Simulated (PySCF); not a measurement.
**Exercise with solution: chemical shift, span and skew from a shielding tensor**

C8H6, SMILES C1=CC(C=C1)=C1C=C1. Atoms are numbered in the order given.

```xyz
14

C      0.0000    -0.7286    -2.2078
C      0.0000    -1.1738    -0.9129
C      0.0000     0.0000    -0.0451
C      0.0000     0.0000     1.3103
C      0.0000     0.6646     2.5752
C      0.0000    -0.6646     2.5752
C      0.0000     1.1738    -0.9129
C      0.0000     0.7286    -2.2078
H      0.0000    -1.3533    -3.1020
H      0.0000    -2.2072    -0.5668
H      0.0000     1.5907     3.1463
H      0.0000    -1.5907     3.1463
H      0.0000     2.2072    -0.5668
H      0.0000     1.3533    -3.1020
```
Charge 0, spin multiplicity 1.

Geometry: B3LYP-D3(BJ)/def2-SVP.

GIAO shieldings from PBE/pcSseg-1 in PySCF, non-relativistic, no solvent. The symmetric part of the tensor of C4 has the principal values -38.5, 4.1, 192.2 ppm. The same nucleus in TMS has σ = 182.0 ppm at this level (PySCF, at its B3LYP-D3(BJ)/def2-TZVP geometry).

Question: Work out the isotropic shielding, the ¹³C shift against TMS, the span and the skew.

Answer: 
σ(iso) = (σ11 + σ22 + σ33)/3 = 52.6 ppm. δ = σ(ref) − σ(iso) = 182.0 − (52.6) = 129.4 ppm.
Span Ω = σ33 − σ11 = 230.7 ppm. Skew κ = 3(σ(iso) − σ22)/Ω = 0.63. Tumbling in solution averages the tensor to δ; in a static solid the shielding alone would spread this spin-1/2 line over Ω.
